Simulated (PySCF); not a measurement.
Species: C6H5F3N (doublet state).
Z-matrix (Å and degrees, GFN2-xTB geometry), rows numbered from 1:
```
F 
C   1  1.3254
F   2  1.3279  1  110.73
C   2  1.3286  1  125.81  3  -179.52
F   4  1.3479  2  118.37  1    -0.87
C   4  1.5044  2  125.68  1  -179.81
C   6  1.4840  4  115.28  2   -39.33
C   7  1.4833  6  108.71  4   119.31
N   8  1.4418  7  106.03  6     1.43
C   9  1.2550  8  110.18  7    -1.18
H   6  1.1014  4  105.74  2  -165.87
H   7  1.0691  6  125.52  4   -55.29
H   8  1.0981  7  113.74  6   121.15
H   8  1.0989  7  113.38  6  -117.64
H  10  1.0766  6  122.40  4    57.91
```

The hyperfine couplings belong to this conformer and change with its torsions.

Identity: `FC(F)=C(F)[C@H]1[CH]CN=C1` [radical].

Theory: PySCF, UKS B3LYP, pcH-1 on C F H N, non-relativistic, mean-field spin-orbit, GIAO. The structure is a single GFN2-xTB conformer in the gas phase; no vibrational or solvent corrections. The geometry wasn't refined by DFT: couplings that depend on bond lengths, twists or pyramidal angles can differ widely from those at the functional's own minimum. The SCF solution wasn't tested for stability.

(1) Break the g tensor into its mass correction, gauge correction and orbital-Zeeman/spin–orbit terms.

(2) Average each term over the three axes. Which is largest in size?

(3) At 9.44 GHz, how far is the centre of the isotropic spectrum from where a free electron (g = 2.002319) resonates?

(4) What are the electron Larmor frequencies g μB B/h along the three axes at 1200 mT?

(5) In a frozen sample, at which fields do the three g values resonate at 9.5, 34, 94 and 263 GHz (hyperfine left aside), and which band first spreads them over more than twice a line width of 0.3 mT?

Answers

(1) 
```csv
Δg (ppm),1,2,3
relativistic mass correction,-146,-146,-146
gauge correction,5,34,31
orbital Zeeman/spin–orbit,-89,288,831
total,-231,176,715
```

So g = 2.00209, 2.00250, 2.00303 and g_iso = 2.00254; the tensor is rhombic: the two nearest values differ by 43 % of g3 − g1. 

(2) The orbital-Zeeman/spin–orbit term 343, the mass correction -146 and the gauge correction 23 ppm, for a total of 220 ppm. The orbital-Zeeman/spin–orbit term is the largest in size. The mass correction is the same along every axis, so the anisotropy comes from the other two: their spans along these axes are 29 (gauge) and 920 ppm (orbital Zeeman/spin–orbit).

(3) B = hν/(g μB) with μB/h = 13.99624 MHz/mT gives 336.84 mT for the free electron and 336.81 mT at g_iso, 0.04 mT lower.

(4) 33.6261, 33.6329, 33.6420 GHz for g1, g2 and g3, a range of 15.9 MHz.

(5) 
```csv
band,GHz,B(g3) mT,B(g2) mT,B(g1) mT,spread mT
X,9.5,338.86,338.95,339.02,0.16
Q,34.0,1212.77,1213.10,1213.34,0.57
W,94.0,3352.96,3353.86,3354.54,1.58
J,263.0,9381.14,9383.67,9385.58,4.43
```

The spread grows in proportion to the frequency. W band is the first where it exceeds 0.6 mT.

The Mulliken spin populations are largest on C7 (+1.02), C8 (-0.08) and C6 (-0.07). C7 is the only atom above +0.15. The positive populations add up to 1.20 and the negative ones to -0.20, together 2S = 1. The angles at C7 add up to 359.8°, so it is planar; its axial dipolar tensor and the negative coupling of its proton fit spin in a p orbital normal to that plane.

The HOMO–LUMO gaps are 5.35 eV among the α and 4.91 eV among the β orbitals.
